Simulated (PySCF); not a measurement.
Species: C$_{4}$H$_{12}$Zr, charge 0, multiplicity 1. SMILES: [CH3][Zr]([CH3])([CH3])[CH3]
Geometry: optimised at B3LYP-D3(BJ)/def2-TZVP (Ansatz).

Dispersion corrections to the total energy (kcal/mol) from the dftd3 and dftd4 libraries through PySCF: D3(BJ) without and D4 with the three-body term, each with the damping fitted for the functional named.

```csv
functional,D3(BJ),D4
B2PLYP,-7.32,-5.22
revPBE,-18.50,-20.06
LC-wPBE,-8.22,___
B2GP-PLYP,-7.74,___
TPSSh,-9.57,-9.05
BLYP,-17.29,-15.52
PBE,___,-7.45
```

Problem. What belongs in the gaps?

Solution. 
- LC-wPBE, D4: -8.33
- B2GP-PLYP, D4: -3.30
- PBE, D3(BJ): -7.90
